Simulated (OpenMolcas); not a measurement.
## Nb+: thermal populations, Racah parameters, the spin-orbit constant, worked from levels

```
Program             : OpenMolcas 26.06
Basis               : ANO-RCC-VTZP [7s6p4d2f1g]
Scalar Hamiltonian  : DKH2, point nucleus
Active space        : 4 electrons in 5 orbitals (4d)
State averaging     : 2S+1 = 5 even, 5 roots; 2S+1 = 3 even, 45 roots; 2S+1 = 1 even, 50 roots (49 in the spin-orbit step)
Spin-orbit coupling : state interaction with AMFI integrals over the reference wave functions, term energies averaged over their components
```

Methods: CASSCF; MS-CASPT2, IPEA 0.25 Eh, imaginary shift 0.1 Eh (closed shells correlated: 4s 4p). Measured levels: NIST Handbook of Basic Atomic Spectroscopic Data.

**Thermal populations.** Z = Σ (2J + 1) exp(-E/kT) with k = 0.695035 cm-1/K, over the levels below. No other level of either list lies under 2310 cm-1, which is above 7 kT at each temperature.

| Level | 2J + 1 | MS-CASPT2 | measured |
| --- | --- | --- | --- |
| 4d⁴ ⁵D₀ | 1 | 0.0 | 0.0 |
| 4d⁴ ⁵D₁ | 3 | 153 | 159 |
| 4d⁴ ⁵D₂ | 5 | 430 | 438 |
| 4d⁴ ⁵D₃ | 7 | 795 | 801 |
| 4d⁴ ⁵D₄ | 9 | 1225 | 1225 |

| T (K) | Z, MS-CASPT2 | Z, measured levels | Ground level (%), MS-CASPT2 | Ground level (%), measured levels |
| --- | --- | --- | --- | --- |
| 300 | 3.256 | 3.187 | 30.7 | 31.4 |

At 300 K, kT = 209 cm-1, and the computed levels give Z = 1.000 + 1.440 + 0.636 + 0.155 + 0.025 = 3.256.

**Racah parameters.** Above ⁵D, d4 has ³G at 9B + 4C, ³H at 4B + 4C and ³D at 16B + 4C. The first two fix B and C, and the third tests them; where it misses by thousands of cm-1, two parameters do not describe the configuration (Trees and configuration-interaction terms are left out) and B and C hang on the terms chosen. Term energies are centres of gravity, weighted by 2J + 1.

| Source | ³G | ³H | B | C | C/B | ³D from B, C | ³D found |
| --- | --- | --- | --- | --- | --- | --- | --- |
| CASSCF | 16025 | 12601 | 685 | 2465 | 3.60 | 20820 | 20280 |
| MS-CASPT2 | 12786 | 10279 | 501 | 2068 | 4.13 | 16288 | 15583 |

Energies in cm-1. From CASSCF to MS-CASPT2, B changes by -26.9 % and C by -16.1 %.

**The spin-orbit constant.** For the Hund term ⁵D of d4, E(J) = (A/2) J(J+1) + constant and ζ = 2S·A = 4A. From J = 0 to J = 4 the energy changes by 10 A.

```json
{"Source": "CASSCF", "E(4) - E(0)": "1194.4", "A": "119.4", "ζ": "478"}
{"Source": "MS-CASPT2", "E(4) - E(0)": "1225.3", "A": "122.5", "ζ": "490"}
{"Source": "measured", "E(4) - E(0)": "1224.8", "A": "122.5", "ζ": "490"}
```

All in cm-1. MS-CASPT2 is off by 0 % and CASSCF by -2.5 %. Both methods take the spin-orbit matrix elements from the reference wave functions, so the second can move ζ only through the term energies and any multistate remixing. Second-order mixing with other terms is absorbed into this ζ.

CASPT2 breaks the degeneracy within a term, and the mean is taken; among the terms shown or strongly mixed into the levels shown the widest spread is 660 cm-1 (4d⁴ ³H, MS-CASPT2). Some high roots are left out of the spin-orbit mixing, which shifts the levels that they would mix with. Configurations with an s electron lie low at this charge and mix in, so terms can be misplaced. Without dynamic correlation excited terms often stand tens of per cent too high (terms of higher spin than the ground term too low), and those without a measured partner can miss by more than the paired ones (holds for CASSCF). The CASPT2 spread within a term exceeds the gap to the next term for 4d⁴ ³H and 4d⁴ ³F(1), so the order of their levels is uncertain, and so are names and mixing where such terms share a J (holds for MS-CASPT2). Computed and measured levels are paired by configuration, term and J; levels that our copy of the source lacks, or whose pairing is in doubt (as where it misses far off the trend of its configuration), stay unpaired and out of the deviations. Only configurations of the active space appear.

A number in round brackets counts repeated terms of one configuration in the order of the reference energies.
